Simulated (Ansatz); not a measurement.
Isolated molecules relaxed with PBE0-D4/def2-TZVP in Ansatz; ΔE leaves out vibrations. CCSD(T)/CBS adds triple-zeta CCSD(T) − MP2 to the extrapolated MP2 energy (def2 sets, frozen cores). This one scheme is used for every species. Functionals use def2-TZVPP. For Se outer-core shells are correlated without core-valence functions, which leaves a few kJ/mol of doubt a bond. Scalar relativity is left out up to krypton. Each species was taken in one conformer, which may not be the lowest.

Consider the ligand exchange at the Si–Se bond: `S[SiH2][SeH]` + CH₃SH → `CS[SiH2]S` + H₂Se.

| level | ΔE (eV) |
| --- | --- |
| revPBE-D4 | -0.08 |
| PBE0-D4 | -0.04 |
| B2PLYP | -0.02 |
| CAM-B3LYP | -0.02 |

Question: What does CCSD(T)/CBS give? (An estimate is asked.)

Answer: The calculation gave: -0.03 eV. The listed levels differ from it by -0.05, -0.01, 0.01, 0.01 eV.

Question: What do rigid-rotor, harmonic-oscillator terms from PBE0-D4/def2-TZVP frequencies (298.15 K, 1 bar) make of the CCSD(T)/CBS value? (Estimate.)

Answer: The calculation gave: ΔZPE = -0.03 eV, ΔH = -0.05 eV, ΔS = -14 J/(mol·K), ΔG = 0.00 eV.

Largest T1 diagnostic among the species: 0.011.

At CCSD(T), def2-SVP lies −0.05 eV from the extrapolated value and def2-TZVPP −0.01 eV. In def2-TZVPP, CCSD(T) changes the Hartree–Fock value by −0.07 eV (the triples alone add −0.02 eV) and MP2 by −0.08 eV.
